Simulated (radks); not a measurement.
Valence configurations of the gold ion Au+ (all share [Xe]). Calculated with a radial shooting solver on a logarithmic mesh with Libxc functionals: Dirac Kohn-Sham, PBE, spin-unpolarised, spherical densities, point nucleus; open shells fill j = l - 1/2 first. Energies are relative to 4f14 5d10; eigenvalues in eV.

valence            E (eV)  e(4f5/2)  e(4f7/2)  e(5d3/2)  e(5d5/2)  e(6p1/2)
4f14 5d10           0.000   -91.467   -87.656   -16.299   -14.731         -
4f14 5d9 6s1        2.065   -94.721   -90.910   -18.628   -16.974         -
4f14 5d8 6s2        5.314   -98.222   -94.409   -21.088   -19.346         -
4f14 5d9 6p1        8.257   -96.084   -92.273   -19.896   -18.223    -8.930
4f14 5d8 6p2       18.610   -100.85   -97.034   -23.481   -21.703   -10.280
4f13.5 5d10 6s0.5  38.878   -98.823   -94.952   -18.092   -16.406         -
4f13.5 5d10 6p0.5  41.883   -99.527   -95.656   -18.757   -17.061    -8.248
4f13 5d10 6s1      81.153   -106.44   -102.50   -20.010   -18.203         -
4f12 5d10 6p2      190.11   -125.06   -121.01   -26.688   -24.601   -10.461
4f11 5d10 6p3      310.58   -143.68   -139.50   -32.925   -30.568   -12.239

NIST lists [Xe] 4f14 5d10 as the ground configuration; this level of theory agrees among the configurations tried. The energies are those of spherical spin-averaged densities, not of single terms.
